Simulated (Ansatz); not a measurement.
`[NH2][Al]([F])[F]` and `C[CH2][Al]([F])[F]` differ in one atom or group.

Ansatz, PBE0-D4/def2-TZVP geometries, multiplicity 1. Each molecule was computed in one conformer, which needn't be the lowest.

```csv
property,`[NH2][Al]([F])[F]`
LUMO energy (PBE0/def2-TZVPP) / eV,-0.67
HOMO–LUMO gap (ωB97M-V/def2-TZVPP) / eV,11.35
HOMO energy (PBE0/def2-TZVPP) / eV,-8.04
HOMO–LUMO gap (PBE0/def2-TZVPP) / eV,7.37
HOMO–LUMO gap (PBE/def2-TZVPP) / eV,5.05
LUMO energy (PBE/def2-TZVPP) / eV,-1.53
```

Question: What does the change do to each property? (An estimate is asked.)

Answer: The calculation gave: 
| property | `C[CH2][Al]([F])[F]` | shift |
| --- | --- | --- |
| LUMO energy (PBE0/def2-TZVPP) / eV | -0.52 | 0.15 |
| HOMO–LUMO gap (ωB97M-V/def2-TZVPP) / eV | 11.76 | 0.41 |
| HOMO energy (PBE0/def2-TZVPP) / eV | -8.50 | -0.46 |
| HOMO–LUMO gap (PBE0/def2-TZVPP) / eV | 7.99 | 0.62 |
| HOMO–LUMO gap (PBE/def2-TZVPP) / eV | 5.83 | 0.78 |
| LUMO energy (PBE/def2-TZVPP) / eV | -1.36 | 0.17 |

With PBE0 the HOMO falls by 0.46 eV and the LUMO rises by 0.15 eV, so the gap widens by about 0.61 eV. PBE moves the HOMO by -0.61 eV and ωB97M-V by -0.30 eV. The zero-point energy changes by 102.0 kJ/mol with +12 modes.
